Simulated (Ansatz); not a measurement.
`[SH][Zn][Cl]` + `SBCl` → `[Cl][Zn][Cl]` + `SBS`  (redistribution)

Program: Ansatz. Geometries: PBE0-D4/def2-TZVP. ΔE: electronic, gas phase. CCSD(T)/CBS adds triple-zeta CCSD(T) − MP2 to the extrapolated MP2 energy (def2 sets, frozen cores). This one scheme is used for every species. DFT in def2-TZVPP. For Zn outer-core shells are correlated without core-valence functions, which leaves a few kJ/mol of doubt a bond. Scalar relativity is left out up to krypton. Each species was taken in one conformer, which may not be the lowest.

Is it downhill or uphill in electronic energy at CCSD(T)/CBS, and by how much? (An estimate is asked.)

The calculation gave: Downhill: ΔE = -0.28 eV.

What do these levels give: B97M-V, r2SCANh-D4, r2SCAN0, HF/def2-SVP, MP2/CBS(def2), CCSD/CBS(def2)? (Estimate.)

Ansatz gave: B97M-V -0.27, r2SCANh-D4 -0.27, r2SCAN0 -0.28, HF/def2-SVP -0.34, MP2/CBS(def2) -0.26, CCSD/CBS(def2) -0.29 eV.

Largest T1 diagnostic among the species: 0.014.

From PBE to PBE0 (25 % exact exchange), in def2-TZVPP and without D4, ΔE moves by −0.04 eV. In def2-TZVPP, CCSD(T) changes the Hartree–Fock value by +0.09 eV (the triples alone add +0.01 eV) and MP2 by +0.11 eV.
